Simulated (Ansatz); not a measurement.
W2S4⁻, relaxed as a doublet with UKS PBE-D4/def2-SVPD in Ansatz, starting from the GFN1-xTB geometry. Force threshold 0.02 eV/Å.

In the def2 sets W takes a core potential; there is no spin–orbit coupling. The relaxation made no stability test and no search for a lower SCF solution. The structure comes from a short search, and lower isomers may exist.

Start:

```xyz
6

W    -0.532   -0.301   -1.567
W    -0.156    0.170    0.959
S     1.152   -1.202   -2.643
S    -0.187    1.819   -0.739
S     1.704   -0.613    1.817
S    -1.980    0.126    2.173
```

```
         step  energy (eV)  largest force component (eV/Å)  SCF passes
            1  -46971.9909                           0.961          33
            2  -46972.0920                           1.603          44
            3  -46972.2171                           0.395          41
            4  -46972.2416                           0.650          39
            5  -46972.2885                           0.301          34
            6  -46972.3429                           0.345          41
            7  -46972.4142                           0.269          41
            8  -46972.4563                           0.143          41
            9  -46972.5014                           0.286          45
           10  -46972.5174                           0.239          43
11 (rejected)  -46972.5144                           0.533          43
           12  -46972.5261                           0.107          42
           13  -46972.5266                           0.060          38
14 (rejected)  -46972.5253                           0.092          43
           15  -46972.5269                           0.016          36
```

Force components are those of the run's own axes.

End:

```csv
atom,x (Å),y (Å),z (Å)
W1,-0.7001,-0.1286,-0.9854
W2,0.1455,0.4457,1.1230
S3,0.5235,-1.5058,-2.1868
S4,0.0386,2.0958,-0.5858
S5,2.0772,-0.4489,1.6769
S6,-2.0847,-0.4583,0.9581
```

Bonds formed: W1–S6 (atoms count from 1).

No frequencies were taken in this run, so the end may be a saddle point.

Hardware: 4 threads of Arm Neoverse V2 on a shared host. Wall time 77 s.
